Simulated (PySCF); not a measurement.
**How methods differ on the interval between two levels of Cd(2+)**

Cd(2+) [Kr] 4d10 → Cd(2+) [Kr] 4d9 5s1 [3D3, M_J = 3], as a difference of total energies. Calculation: PySCF 2.14, in x2c-TZVPall-2c with one added diffuse shell each of s, p, d type (9s10p8d1f, 86 functions); the two-component X2C-1e Hamiltonian. Correlated levels: [Ar] 3d10 frozen; the 6 highest virtual spinors dropped. "Screened" scales the spin-orbit matrix elements by Boettger's factors to mimic the two-electron term; Breit and QED terms are absent.

```tsv
method	interval between two levels (cm⁻¹)
GHF (spin-free)	80296
GMP2 (spin-free)	82562
GHF (screened spin-orbit)	77884
GMP2 (screened spin-orbit)	80066
```

The labels give the starting determinants; with spin-orbit coupling the two ends relaxed to ⟨J²⟩ = 0.00, ⟨L²⟩ = 0.02, ⟨S²⟩ = 0.02 and ⟨J²⟩ = 12.00, ⟨L²⟩ = 6.02, ⟨S²⟩ = 2.02.
